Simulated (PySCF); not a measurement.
C3H6BN3, SMILES CNB1N=CC=N1.

Coordinates come from a B3LYP-D3(BJ)/def2-SVP optimisation. The structure was generated by enumeration, and PubChem lists no compound with its InChIKey, so it may never have been made. The values are those of a single conformer.

Two levels are set side by side: PBE/def2-TZVP (PySCF) and PBE0/def2-TZVP (PySCF). Same geometry, gas phase. Differences are taken from unrounded values.

| quantity | PBE |
|---|---|
| orbital gap (eV) | 2.56 |
| highest occupied level (eV) | -5.89 |
| lowest empty level (eV) | -3.34 |
| dipole moment (D) | 1.11 |
| mean polarisability (bohr³) | 73.3 |

Task: These are the PBE values. What does PBE0 give? (An estimate is asked for; the answer gives what the named calculation found.)

Result: 
```csv
quantity,PBE0,PBE minus PBE0
orbital gap (eV),5.08,-2.53
highest occupied level (eV),-7.51,1.61
lowest empty level (eV),-2.42,-0.91
dipole moment (D),0.64,0.47
mean polarisability (bohr³),69.7,3.7
```

PBE's occupied levels lie high since its potential decays too fast outside the molecule; exact exchange lowers them and widens the gap. Loosely held outer electrons make PBE densities more polarisable. Differences between two approximate levels are no errors against the true value.

Rough cost on one machine, each run with all the roots and properties that it gave: PBE0 against PBE within a factor of 2.
